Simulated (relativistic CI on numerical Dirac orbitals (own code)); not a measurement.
## Ligand-field terms of d8

Computed with a parametric ligand-field model of a d^n configuration (Racah B and C, spin-orbit zeta, crystal field), exact diagonalisation.

Field parameters in Wybourne normalisation: Oh B⁴₀ = 21Dq, B⁴₄ = √(5/14) B⁴₀. The field is a parameter set, without covalency, and values of 10Dq over about 45,000 cm⁻¹ lie beyond real compounds.

B = 960 cm⁻¹, C = 4900 cm⁻¹ (C/B = 5.10), Oh, no spin-orbit coupling. Tanabe-Sugano data, E/B above the lowest term (Δ = |10Dq|; b, c mark the second and third term of a kind):

| Δ/B | 3A2 | 3T2 | 3T1 | 1E | 3T1(b) | 1A1 |
| --- | --- | --- | --- | --- | --- | --- |
| 1.0 | 0.00 | 1.00 | 1.79 | 15.93 | 16.21 | 22.98 |
| 3.0 | 0.00 | 3.00 | 5.29 | 16.78 | 18.71 | 24.37 |
| 5.0 | 0.00 | 5.00 | 8.68 | 17.21 | 21.32 | 25.58 |
| 7.0 | 0.00 | 7.00 | 11.92 | 17.45 | 24.08 | 26.62 |
| 9.0 | 0.00 | 9.00 | 15.00 | 17.60 | 27.00 | 27.51 |
| 11.0 | 0.00 | 11.00 | 17.92 | 17.70 | 30.08 | 28.28 |
| 13.0 | 0.00 | 13.00 | 20.68 | 17.77 | 33.32 | 28.95 |
| 15.0 | 0.00 | 15.00 | 23.29 | 17.83 | 36.71 | 29.53 |
| 17.0 | 0.00 | 17.00 | 25.79 | 17.87 | 40.21 | 30.04 |
| 19.0 | 0.00 | 19.00 | 28.19 | 17.90 | 43.81 | 30.48 |
| 21.0 | 0.00 | 21.00 | 30.51 | 17.93 | 47.49 | 30.88 |
| 23.0 | 0.00 | 23.00 | 32.78 | 17.95 | 51.22 | 31.22 |
| 25.0 | 0.00 | 25.00 | 35.00 | 17.97 | 55.00 | 31.53 |
| 27.0 | 0.00 | 27.00 | 37.18 | 17.99 | 58.82 | 31.81 |
| 29.0 | 0.00 | 29.00 | 39.34 | 18.01 | 62.66 | 32.06 |
| 31.0 | 0.00 | 31.00 | 41.47 | 18.02 | 66.53 | 32.28 |
| 33.0 | 0.00 | 33.00 | 43.58 | 18.03 | 70.42 | 32.49 |
| 35.0 | 0.00 | 35.00 | 45.68 | 18.04 | 74.32 | 32.67 |
| 37.0 | 0.00 | 37.00 | 47.77 | 18.05 | 78.23 | 32.84 |
| 39.0 | 0.00 | 39.00 | 49.84 | 18.06 | 82.16 | 33.00 |
| 41.0 | 0.00 | 41.00 | 51.91 | 18.06 | 86.09 | 33.14 |
| 43.0 | 0.00 | 43.00 | 53.97 | 18.07 | 90.03 | 33.27 |
| 45.0 | 0.00 | 45.00 | 56.03 | 18.08 | 93.97 | 33.39 |
| 47.0 | 0.00 | 47.00 | 58.08 | 18.08 | 97.92 | 33.51 |

The ground term stays 3A2.
